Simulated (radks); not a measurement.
Q: All-electron atom: As4+ in [Ar] 3d10 4s1. All-electron calculation, Dirac Kohn-Sham, OLYP, spin-unpolarised, spherical densities, point nucleus. Program: a radial shooting solver on a logarithmic mesh with Libxc functionals.

Spin-orbit splittings of the eigenvalues, e(l+1/2) - e(l-1/2), with zeta = 2 splitting/(2l+1) and mean radii in bohr:

| shell | occ. | splitting (eV) | zeta (eV) | <r> j=l-1/2 | <r> j=l+1/2 |
|---|---|---|---|---|---|
| 2p | 6 | ? | ? | 0.1746 | 0.1783 |
| 3p | 6 | 5.040 | 3.360 | 0.6081 | 0.6185 |
| 3d | 10 | 0.7466 | 0.2986 | 0.6607 | 0.6649 |

Estimate the 2p splitting.

A: 36.57 eV (zeta = 24.38 eV).
